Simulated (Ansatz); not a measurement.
A nudged elastic band was laid between two geometries of GeH4O3 + H2S (11 atoms, charge 0, multiplicity 1).

Level of theory: RHF/def2-SVP in Ansatz.

| Quantity | Value |
| --- | --- |
| movable images | 5 |
| climbing image | yes |
| spring | 5.0 eV/Å² |
| optimiser | quadratic models (default) |
| start path | through a guess of the saddle point |
| force threshold | 0.03 eV/Å |
| iteration limit | 60 |
| end points | relaxed |

Image 0:

```xyz
11
Properties=species:S:1:pos:R:3
Ge -0.582 -0.431 0.122
H -1.020 -0.417 1.570
O 1.112 -0.023 -0.065
H 1.635 -0.660 -0.530
O -1.570 0.720 -0.738
H -1.232 1.073 -1.548
O -0.690 -2.010 -0.629
H -1.547 -2.344 -0.850
S 2.309 2.882 1.850
H 2.084 1.825 1.064
H 2.701 2.149 2.894
```

Image 6:

```xyz
11
Properties=species:S:1:pos:R:3
Ge 0.025 0.703 -0.525
H 1.042 -1.279 2.947
O 1.443 -0.039 -1.210
H 1.747 -0.823 -0.777
O -1.216 0.817 -1.738
H -1.127 0.245 -2.487
O -0.417 -0.395 0.765
H -1.205 -0.207 1.252
S 0.313 2.762 0.187
H 1.171 2.427 1.156
H 1.423 -1.448 3.568
```

Problem. What changes between the two ends?

Solution. Bonds broken: Ge1–H2, S9–H11. Bonds formed: Ge1–S9, H2–H11. GeH4O3 + H2S becomes GeH4O3S + H2.

Problem. Give the energies along the band, and the barrier.

Solution. It converged. The highest image is number 3 of 0 to 6, 72.0 kcal/mol above the first end and 71.5 kcal/mol above the last; the last end lies 0.5 kcal/mol above the first. Neighbouring images differ by up to 2.9 eV, so the band resolves the path poorly. A vibrational analysis at the climbing image gives one clearly imaginary mode, 1706i cm⁻¹: a first-order saddle point. The orbitals stay closed-shell, which can raise the energy where a bond breaks towards radicals; this wasn't checked here.

```tsv
image	path coordinate (Å)	energy (kcal/mol)	Ge1–H2 (Å)	S9–H11 (Å)	Ge1–S9 (Å)
0	0.00	0.0	1.51	1.33	4.72
1	1.65	0.6	1.51	1.33	4.08
2	3.31	5.1	1.51	1.33	3.60
3	4.96	72.0	1.79	1.72	2.49
4	7.23	5.7	3.44	2.75	2.20
5	9.50	0.8	3.85	4.20	2.20
6	11.77	0.5	4.13	5.51	2.20
```

Problem. What is the geometry of the highest image?

Solution. 
```xyz
11
Properties=species:S:1:pos:R:3:forces:R:3
Ge 0.144 0.276 0.054 -0.01 0.02 0.00
H -0.185 -0.023 1.785 0.01 0.01 0.01
O 1.733 -0.252 -0.438 0.00 0.00 0.00
H 1.715 -1.059 -0.934 0.00 0.00 0.00
O -0.878 1.404 -0.779 -0.01 0.00 -0.02
H -1.617 0.978 -1.193 0.00 0.00 0.00
O -0.820 -1.177 -0.289 -0.02 0.01 0.00
H -0.742 -1.931 0.273 0.01 -0.01 0.00
S 1.179 2.165 1.313 0.01 -0.01 -0.02
H 2.370 1.570 1.438 0.01 0.01 0.01
H 0.300 0.812 1.907 -0.01 -0.03 0.00
```

The band took 43 iterations and roughly 12 core-minutes.

Run time: 6.4 min on 2 threads of Arm Neoverse V2, on a shared host, peak memory 0.33 GiB.
